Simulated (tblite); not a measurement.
Parent: `[CH3:1][SiH2:2][SiH2:3][C:4]([F:5])([F:6])[F:7]` with C1–Si2–Si3–C4 -59°, C2H7F3Si2.

Structures optimised with GFN2-xTB, isolated species. One conformer each, not checked by frequencies here.

```json
{"coordinate of the parent": "C1–Si2", "value": "1.901 Å"}
{"coordinate of the parent": "Si2–Si3", "value": "2.324 Å"}
{"coordinate of the parent": "Si3–C4", "value": "1.951 Å"}
{"coordinate of the parent": "C4–F5", "value": "1.346 Å"}
{"coordinate of the parent": "C4–F6", "value": "1.353 Å"}
{"coordinate of the parent": "C4–F7", "value": "1.353 Å"}
{"coordinate of the parent": "C1–Si2–Si3", "value": "110.0°"}
{"coordinate of the parent": "Si2–Si3–C4", "value": "106.4°"}
{"coordinate of the parent": "Si3–C4–F5", "value": "113.8°"}
{"coordinate of the parent": "Si3–C4–F6", "value": "112.2°"}
{"coordinate of the parent": "Si3–C4–F7", "value": "112.6°"}
{"coordinate of the parent": "F5–C4–F6", "value": "106.1°"}
{"coordinate of the parent": "F5–C4–F7", "value": "106.0°"}
{"coordinate of the parent": "F6–C4–F7", "value": "105.5°"}
```

Problem. How does the shared frame change in `[CH3:1][SiH2:2][Si@H:3]([NH2:4])[C:5]([F:6])([F:7])[F:8]` with C1–Si2–Si3–N4 49°, Si2–Si3–N4–H 61° and -153°, C2H8F3NSi2? Atoms pair as C1 = C1, Si2 = Si2, Si3 = Si3, C4 = C5, F5 = F8, F6 = F7, F7 = F6 (parent first).

Solution. 
```json
{"parent": "C1–Si2", "relative": "C1–Si2", "value in the relative": "1.900 Å", "change": "-0.001"}
{"parent": "Si2–Si3", "relative": "Si2–Si3", "value in the relative": "2.313 Å", "change": "-0.011"}
{"parent": "Si3–C4", "relative": "Si3–C5", "value in the relative": "1.948 Å", "change": "-0.003"}
{"parent": "C4–F5", "relative": "C5–F8", "value in the relative": "1.351 Å", "change": "+0.005"}
{"parent": "C4–F6", "relative": "C5–F7", "value in the relative": "1.351 Å", "change": "-0.002"}
{"parent": "C4–F7", "relative": "C5–F6", "value in the relative": "1.352 Å", "change": "-0.001"}
{"parent": "C1–Si2–Si3", "relative": "C1–Si2–Si3", "value in the relative": "111.3°", "change": "+1.3"}
{"parent": "Si2–Si3–C4", "relative": "Si2–Si3–C5", "value in the relative": "109.3°", "change": "+2.9"}
{"parent": "Si3–C4–F5", "relative": "Si3–C5–F8", "value in the relative": "113.3°", "change": "-0.5"}
{"parent": "Si3–C4–F6", "relative": "Si3–C5–F7", "value in the relative": "112.3°", "change": "+0.1"}
{"parent": "Si3–C4–F7", "relative": "Si3–C5–F6", "value in the relative": "113.4°", "change": "+0.8"}
{"parent": "F5–C4–F6", "relative": "F8–C5–F7", "value in the relative": "105.9°", "change": "-0.2"}
{"parent": "F5–C4–F7", "relative": "F8–C5–F6", "value in the relative": "105.6°", "change": "-0.4"}
{"parent": "F6–C4–F7", "relative": "F7–C5–F6", "value in the relative": "105.6°", "change": "+0.1"}
```

Of the parent's bonds, Si2–Si3 changes most (-0.011 Å). Bonds of the relative outside the shared frame: Si3–N4 1.718 Å. Point group C1 → C1.

Problem. How does the shared frame change in `[CH3:1][SiH2:2][Si@H:3]([CH:4]([CH3:5])[CH3:6])[C:7]([F:8])([F:9])[F:10]` with C1–Si2–Si3–C4 72°, Si2–Si3–C4–C5 60°, C5H13F3Si2? Atoms pair as C1 = C1, Si2 = Si2, Si3 = Si3, C4 = C7, F5 = F8, F6 = F10, F7 = F9 (parent first).

Solution. 
| parent | relative | value in the relative | change |
| --- | --- | --- | --- |
| C1–Si2 | C1–Si2 | 1.901 Å | 0.000 |
| Si2–Si3 | Si2–Si3 | 2.328 Å | +0.004 |
| Si3–C4 | Si3–C7 | 1.960 Å | +0.009 |
| C4–F5 | C7–F8 | 1.346 Å | 0.000 |
| C4–F6 | C7–F10 | 1.355 Å | +0.002 |
| C4–F7 | C7–F9 | 1.352 Å | -0.001 |
| C1–Si2–Si3 | C1–Si2–Si3 | 110.0° | 0.0 |
| Si2–Si3–C4 | Si2–Si3–C7 | 106.0° | -0.4 |
| Si3–C4–F5 | Si3–C7–F8 | 114.6° | +0.8 |
| Si3–C4–F6 | Si3–C7–F10 | 111.5° | -0.7 |
| Si3–C4–F7 | Si3–C7–F9 | 112.9° | +0.3 |
| F5–C4–F6 | F8–C7–F10 | 105.7° | -0.4 |
| F5–C4–F7 | F8–C7–F9 | 106.0° | 0.0 |
| F6–C4–F7 | F10–C7–F9 | 105.5° | 0.0 |

Of the parent's bonds, Si3–C4 changes most (+0.009 Å). Bonds of the relative outside the shared frame: Si3–C4 1.917, C4–C5 1.527, C4–C6 1.531 Å. Point group C1 → C1.

The numbers are calculated, not measured.
